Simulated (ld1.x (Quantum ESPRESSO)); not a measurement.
## boron: one change to a TM potential, before and after

- Element: boron
- Generator: ld1.x (Quantum ESPRESSO) 7.5
- Type: norm-conserving Troullier–Martins (Kleinman–Bylander form)
- Functional: PBE
- Relativity: scalar-relativistic
- Frozen core: [He]
- Valence charge: 3
- Reference configuration: 2s1.5 2p1.5
- Partial waves: 2s (bound): rc 1.45 bohr; 2p (bound): rc 2.60 bohr; 3d channel at 0.35 Ry: rc 2.05 bohr
- Local potential: all-electron potential smoothed inside 1.55 bohr (lloc = -2)
- Core correction: none

All-electron outer shells of the reference configuration (PBE, scalar-relativistic, ld1.x):

| shell | level (eV) | outermost node (bohr) | outermost maximum (bohr) |
| --- | --- | --- | --- |
| 1s | -181.19 | – | 0.21 |
| 2s | -9.69 | 0.46 | 1.52 |
| 2p | -3.84 | – | 1.57 |

Change: functional revPBE.

Cutoffs: the cutoffs (Ry, on a coarse ladder) from which the occupation-weighted sum of valence levels, in a spherical-Bessel basis at the reference potential, stays within 10 and 1 mRy of its value at 400 Ry; they do not see the model core or the augmentation charge, which bear on the density cutoff. Errors are all-electron minus pseudo energies relative to the spin-unpolarised reference configuration.

What does the change do?

The potential gets neither clearly harder nor softer (18 Ry and 50 Ry → 18 Ry and 50 Ry); of the 7 tests that both files solve, the error grows in 2 and shrinks in 0 by more than 15 % and 0.3 meV (median size 3.2 → 3.2 meV); neither file shows a bound ghost.

```csv
quantity,base,changed
"cutoff, loose",18 Ry,18 Ry
"cutoff, tight",50 Ry,50 Ry
bound ghosts,none,none
"error for 2s2 2p1, meV [ΔE -2.92 → -2.95 eV]",-1.1,-1.3
"error for 2s2 2p0, meV [ΔE 5.30 → 5.22 eV]",+78,+72
"error for 2s1 2p0, meV [ΔE 30.72 → 30.65 eV]",+262,+228
"error for 2s1 2p1, meV [ΔE 11.44 eV]",-1.1,-3.2
"error for 2s2 2p1.3, meV [ΔE -3.66 → -3.68 eV]",-3.2,-3.2
"error for 2s1 2p2, meV [ΔE 2.93 → 2.96 eV]",-1.3,-1.5
"error for 2s0 2p3, meV [ΔE 8.80 → 8.88 eV]",-18,-22
s: phases at 2.85 bohr within 0.05 rad from the reference energy up to (Ry; the scan ends near 5),1.6,1.6
p: phases at 2.85 bohr within 0.05 rad from the reference energy up to (Ry; the scan ends near 5),1.2,1.2
d: phases at 2.85 bohr within 0.05 rad from the reference energy up to (Ry; the scan ends near 5),4.7,4.7
```
